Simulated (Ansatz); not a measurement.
Computed with Ansatz on PBE0-D4/def2-TZVP structures; ΔE is electronic, products minus reactants. CCSD(T)/CBS adds triple-zeta CCSD(T) − MP2 to the extrapolated MP2 energy (def2 sets, frozen cores). This one scheme is used for every species. Functionals use def2-TZVPP. HSE06 is defined as in plane-wave codes. Each species was taken in one conformer, which may not be the lowest.

`C[O][Al]([NH2])[O]C` + H₂ → `C[O][AlH][NH2]` + CH₃OH  (hydrogenolysis of the Al–O bond)

Question: Is it downhill or uphill in electronic energy at CCSD(T)/CBS, and by how much? (Best estimate.)

Answer: Computed: Uphill: ΔE = +106.8 kJ/mol.

Question: What do these levels give: B97M-V, r2SCAN0-D4, BHLYP-D4, HSE06, SCS-MP2/def2-TZVPP, HF/def2-QZVPP? (Best estimate.)

Answer: Computed: B97M-V 94.3, r2SCAN0-D4 108.3, BHLYP-D4 109.8, HSE06 93.7, SCS-MP2/def2-TZVPP 108.8, HF/def2-QZVPP 96.5 kJ/mol.

Largest T1 diagnostic among the species: 0.011.

In def2-TZVPP, CCSD(T) changes the Hartree–Fock value by +10.2 kJ/mol (the triples alone add +2.1 kJ/mol) and MP2 by +17.4 kJ/mol. At CCSD(T), def2-SVP lies −5.5 kJ/mol from the extrapolated value and def2-TZVPP −0.9 kJ/mol. The D4 term adds +9.6 kJ/mol with B3LYP and +5.6 kJ/mol with PBE0; it sums over pairs of atoms, weighted by their polarisabilities, and B3LYP, whose exchange is more repulsive, gets the larger term.

B3LYP here is the variant with VWN-RPA as its local correlation; programs differ in this.
